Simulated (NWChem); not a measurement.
CHBrClF; SMILES F[C@@H](Cl)Br

```xyz
5

F      1.6429     0.7866    -0.1848
C      0.4646     0.5774     0.4240
Cl    -0.6936     1.8436    -0.0620
Br    -0.1804    -1.2262    -0.0266
H      0.5820     0.6123     1.5050
```
Atoms are numbered in this order, from 1.

Level: B3LYP/6-31G* (spherical d) (NWChem), optimised geometry, unscaled harmonic frequencies. This build's default masses of Se (78.918 u) and Br (79.917 u) are each other's, which moves their modes by up to 0.6 %.

```tsv
frequency (cm⁻¹)	IR intensity (km/mol)
218	0.1
305	0.7
418	1.5
644	79.8
748	216.5
1139	188.9
1245	92.7
1348	24.7
3179	5.0
```

| Property | Result |
|---|---|
| zero-point energy | 13.2 kcal/mol |
| thermal correction to the enthalpy at 298.15 K (with zero-point energy) | 16.5 kcal/mol |
| heat capacity Cv | 13.1 cal/(mol K) |
| entropy at 298.15 K and 1 atm (symmetry number 1) | 73.1 cal/(mol K) |
| dipole moment | 1.33 D |

Rigid rotor and harmonic oscillator.
